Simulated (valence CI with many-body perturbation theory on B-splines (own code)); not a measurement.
**E1 transitions of Eu13+**

Method: valence CI with perturbative core correlation (CI+MBPT): four valence electrons over a frozen Dirac-Fock core [Kr] 4d10, radial functions for each j: 7 s, 7 p, 7 d, 7 f, 4 g, 2 h, with the one-electron correlation potential Σ1, the two-electron term Σ2, the three-electron term Σ3, Breit, model QED; selected CI, second order for the rest, scaled by the run's own slope (own B-spline code, finite nucleus).

No measured levels were compared; by estimate terms of the open shell hold to a few per cent of their energy, and close levels can change places; configurations with another count of f electrons can be misplaced by thousands of cm⁻¹.

Lines 201 to 250 of 552 in falling wavelength, among levels below 196140 cm⁻¹, chosen from the strongest by gf and those to the six lowest levels. Wavelengths and rates use the calculated energies, so an error of 2000 cm⁻¹ moves a line at 133.6 nm by 2.7 % and its rate by three times that or more. Electric multipoles are in the length gauge, E1 and E2 with the static RPA response of the core. Weak lines are less certain than strong ones. Lines between different terms over intervals too small for the method are left out, as are lines whose strength nearly cancels. Where a level lies close to another of its J and parity, the split of strength between their lines is uncertain. The highest levels of a list are the least certain.

Names give the largest LS component (configuration and term), which can be under half, so a name can repeat, a term be missing and a line seem to break the LS rules; names also repeat where a configuration has a term twice. Letters in brackets count levels of one name in rising energy.

```
λ vac (nm)             Upper             Lower   A (s⁻¹)  S (a.u.) with core polarisation  S without
     133.6  4f3 5s 3D°_2 [b]      4f2 5s2 3F_2  1.35e+03                         7.93e-06   9.02e-06
     133.4      4f4 3G_4 [c]  4f3 5s 3D°_3 [c]  3.92e+04                         4.14e-04   5.00e-04
     132.9      4f4 1D_2 [b]  4f3 5s 1D°_2 [a]  2.36e+04                         1.37e-04   1.64e-04
     132.7  4f3 5s 3G°_5 [b]      4f2 5s2 3H_4  4.51e+03                         5.72e-05   6.33e-05
     132.4      4f4 3G_4 [a]  4f3 5s 3F°_3 [a]  1.45e+04                         1.49e-04   1.80e-04
     131.8      4f4 3F_2 [b]  4f3 5s 3G°_3 [b]  7.13e+04                         4.03e-04   4.83e-04
     130.9      4f4 3F_3 [c]  4f3 5s 3F°_2 [b]  3.38e+04                         2.62e-04   3.13e-04
     130.6  4f3 5s 3D°_2 [c]      4f2 5s2 3F_2  1.79e+03                         9.86e-06   1.24e-05
     130.4      4f3 5s 1I°_6      4f2 5s2 3H_6  5.29e+03                         7.54e-05   9.10e-05
     130.1      4f4 3G_5 [c]  4f3 5s 3G°_5 [c]  5.15e+04                         6.16e-04   7.42e-04
     130.1  4f3 5s 3I°_5 [b]      4f2 5s2 3H_4  9.65e+03                         1.15e-04   1.28e-04
     130.1      4f4 3H_6 [b]  4f3 5s 3H°_6 [b]  3.20e+04                         4.52e-04   5.45e-04
     129.9      4f4 3F_3 [b]  4f3 5s 3G°_4 [b]  5.16e+04                         3.91e-04   4.64e-04
     129.6   4f2 5s 5p 5I°_5          4f4 5I_5  1.15e+04                         1.35e-04   1.74e-04
     129.5      4f4 3G_5 [a]  4f3 5s 3G°_5 [a]  1.62e+04                         1.91e-04   2.29e-04
     129.3      4f4 3F_2 [c]  4f3 5s 3D°_1 [c]  7.64e+04                         4.07e-04   4.84e-04
     129.2      4f4 3G_5 [b]      4f3 5s 1I°_6  2.38e+04                         2.79e-04   3.28e-04
     128.9  4f3 5s 3D°_3 [c]      4f2 5s2 3F_4  8.60e+03                         6.36e-05   7.37e-05
     128.8      4f4 1I_6 [a]  4f3 5s 3I°_5 [b]  2.32e+04                         3.18e-04   3.87e-04
     128.7      4f4 1I_6 [a]  4f3 5s 3I°_6 [b]  9.84e+03                         1.35e-04   1.63e-04
     128.6      4f4 1G_4 [a]  4f3 5s 3G°_4 [b]  1.47e+04                         1.39e-04   1.65e-04
     128.6  4f3 5s 3H°_6 [b]      4f2 5s2 3H_5  9.25e+02                         1.26e-05   1.26e-05
     128.4      4f4 3H_4 [a]  4f3 5s 3H°_4 [a]  2.62e+04                         2.46e-04   2.94e-04
     128.2   4f2 5s 5p 5H°_6          4f4 5I_7  2.64e+04                         3.57e-04   4.60e-04
     128.1  4f3 5s 3D°_3 [c]      4f2 5s2 3F_3  8.47e+02                         6.15e-06   6.98e-06
     127.9  4f3 5s 1H°_5 [b]      4f2 5s2 3F_4  1.43e+03                         1.62e-05   1.86e-05
     127.7  4f3 5s 3H°_5 [b]      4f2 5s2 3H_5  5.30e+03                         5.99e-05   6.55e-05
     127.1  4f3 5s 3F°_2 [b]      4f2 5s2 3F_3  6.52e+03                         3.30e-05   3.73e-05
     127.0      4f4 3F_4 [a]  4f3 5s 3F°_4 [a]  5.31e+04                         4.83e-04   5.80e-04
     126.8      4f4 3G_4 [b]  4f3 5s 3H°_5 [b]  1.96e+04                         1.78e-04   2.09e-04
     126.5      4f4 3F_4 [b]  4f3 5s 3I°_5 [b]  2.35e+04                         2.11e-04   2.45e-04
     126.4      4f4 1I_6 [a]  4f3 5s 3G°_5 [b]  1.75e+04                         2.26e-04   2.69e-04
     125.8      4f4 3H_5 [a]  4f3 5s 3H°_5 [a]  1.69e+04                         1.82e-04   2.19e-04
     125.8          4f4 1H_5  4f3 5s 3I°_6 [b]  1.32e+04                         1.43e-04   1.74e-04
     125.5      4f4 3F_2 [b]  4f3 5s 3D°_1 [a]  2.84e+04                         1.39e-04   1.67e-04
     125.0      4f4 3G_4 [b]  4f3 5s 3H°_4 [b]  2.69e+04                         2.33e-04   2.70e-04
     124.8      4f4 3G_3 [b]  4f3 5s 3H°_4 [b]  4.05e+04                         2.72e-04   3.16e-04
     124.7    4f 5s2 5p 3F_2  4f3 5s 3G°_3 [c]  9.16e+04                         4.38e-04   5.66e-04
     124.1      4f4 3F_4 [b]  4f3 5s 3G°_5 [b]  3.69e+04                         3.13e-04   3.67e-04
     123.5      4f4 1G_4 [a]  4f3 5s 1G°_4 [a]  5.33e+04                         4.46e-04   5.34e-04
     123.1      4f4 3G_4 [d]  4f3 5s 1F°_3 [a]  1.75e+04                         1.45e-04   1.81e-04
     122.9      4f4 3H_6 [b]  4f3 5s 3I°_7 [b]  1.69e+04                         2.01e-04   2.43e-04
     122.9  4f3 5s 3F°_3 [b]      4f2 5s2 3F_4  7.39e+03                         4.74e-05   5.40e-05
     122.2      4f4 1G_4 [b]  4f3 5s 1H°_5 [b]  8.58e+04                         6.95e-04   8.20e-04
     122.1  4f3 5s 3F°_3 [b]      4f2 5s2 3F_3  2.07e+03                         1.30e-05   1.48e-05
     121.6      4f3 5s 1I°_6      4f2 5s2 3H_5  1.10e+03                         1.27e-05   1.59e-05
     121.5      4f4 3K_8 [b]      4f3 5s 1L°_8  1.05e+05                         1.58e-03   1.93e-03
     121.4      4f4 3F_3 [c]  4f3 5s 3D°_2 [c]  3.80e+04                         2.35e-04   2.80e-04
     121.1  4f3 5s 3F°_2 [b]      4f2 5s2 3F_2  1.78e+03                         7.79e-06   8.76e-06
     121.1          4f4 5G_3      4f3 5s 5F°_3  3.21e+04                         1.97e-04   2.44e-04
```
